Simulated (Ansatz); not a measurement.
Consider the silylene formation by 1,1-elimination: `C[SiH](Cl)CCl` → `CCl` + `C[Si]Cl`.

Calculated with Ansatz (gas phase, PBE0-D4/def2-TZVP geometries, no zero-point term in ΔE). CBS: MP2 limit from def2 TZ/QZ plus the TZ coupled-cluster correction, frozen cores. This one scheme is used for every species. DFT in def2-TZVPP. One conformer a species, not always the lowest.

| level | ΔE (kJ/mol) |
| --- | --- |
| r2SCAN | 201.8 |
| MP2/def2-TZVPP | 206.1 |

Problem. What does CCSD(T)/CBS give? (Estimate.)

Solution. Computed: +193.0 kJ/mol. The listed levels differ from it by 8.8, 13.1 kJ/mol.

Largest T1 diagnostic among the species: 0.012.

In def2-TZVPP, CCSD(T) changes the Hartree–Fock value by +12.6 kJ/mol (the triples alone add +2.4 kJ/mol) and MP2 by +30.2 kJ/mol. From PBE to PBE0 (25 % exact exchange), in def2-TZVPP and without D4, ΔE moves by +15.1 kJ/mol. The D4 term adds +18.0 kJ/mol with B3LYP and +10.2 kJ/mol with PBE0; it sums over pairs of atoms, weighted by their polarisabilities, and B3LYP, whose exchange is more repulsive, gets the larger term.

B3LYP here is the variant with VWN-RPA as its local correlation; programs differ in this.
